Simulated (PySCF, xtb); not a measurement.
C2H4BFO3, SMILES CC(=O)OB(O)F.

xtb with GFN2-xTB at its own geometry gives an orbital gap of 4.85 eV and a dipole moment of 2.91 D.

Geometry optimised at B3LYP-D3(BJ)/def2-SVP. Other conformers were not sampled.

Task: What does PBE/def2-TZVP run with PySCF give? (Estimate from the structure and the level; the computed values follow.)

Result: gap 5.20 eV (levels -6.60 and -1.40 eV), dipole 1.92 D.
